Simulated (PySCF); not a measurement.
Cartesian coordinates in Å; atom numbers follow the order of the lines, from 1:
```xyz
17

C     0.2498   -0.7410    0.0929
C     1.5220    0.0274    0.3012
C     1.5057    1.4064    0.5518
C     2.6877    2.1255    0.7164
C     3.9190    1.4843    0.6366
C     3.9554    0.1082    0.3906
C     5.2097   -0.6750    0.2920
O     5.2833   -1.8419    0.0856
Cl    6.7126    0.2768    0.5117
C     2.7617   -0.6077    0.2258
H    -0.5924   -0.2793    0.6278
H    -0.0171   -0.7731   -0.9765
H     0.3471   -1.7806    0.4361
H     0.5454    1.9250    0.6214
H     2.6480    3.1991    0.9124
H     4.8501    2.0367    0.7662
H     2.8241   -1.6821    0.0387
```

PySCF 2.14 calculation with geometry from PBE0-D3(BJ)/def2-SVP and GIAO PBE0/pcSseg-1 shieldings; fast rotation and ring inversion assumed for equivalent nuclei, a single conformation, no solvent, no relativistic terms.

Chemical shifts δ = σref − σ; ¹³C (184.41 ppm) against TMS, all at this level.

Do the ¹³C shifts follow the atomic charges (in e)? Tabulate both.

## Answers


```csv
atoms,hybridisation,δ (ppm),σ para (ppm),Hirshfeld,IAO,Mulliken,ESP-fitted
C7,sp2,175.1,-229,+0.18,+0.36,+0.38,+0.36
C2,sp2,143.9,-218,+0.02,+0.02,-0.32,+0.39
C3,sp2,142.0,-210,-0.03,-0.13,-0.01,-0.37
C10,sp2,137.5,-209,-0.04,-0.13,+0.10,-0.35
C5,sp2,137.0,-201,-0.04,-0.13,+0.05,-0.38
C6,sp2,136.4,-216,-0.03,-0.07,-0.34,+0.20
C4,sp2,133.8,-203,-0.04,-0.14,-0.07,+0.01
C1,sp3,22.9,-88,-0.11,-0.42,-0.14,-0.55
```

Correlation coefficients of δ with charge over these carbons: Hirshfeld +0.71, IAO +0.82, Mulliken +0.35, ESP-fitted +0.61; with the paramagnetic shielding -0.99. Among the 7 sp2 carbons alone: Hirshfeld +0.98, IAO +0.97, Mulliken +0.66, ESP-fitted +0.51. With so few points, grouped by hybridisation, these coefficients are fragile. Charge is one influence among several: hybridisation and low-lying excitations act through the paramagnetic term.

Carbons that carry Cl, above all several Cl atoms, come out too deshielded, partly because spin–orbit coupling is missing. Shifts are as computed. Against solution values, carbons near 30 ppm lie about +2 ppm off and those near 130 ppm about +5 ppm; carbons on Cl a further +5 ppm. Of 1211 compounds with measured shifts, 218 miss one by over three times the rms of a fit or turn the order of signals round; such compounds aren't used in these exercises.
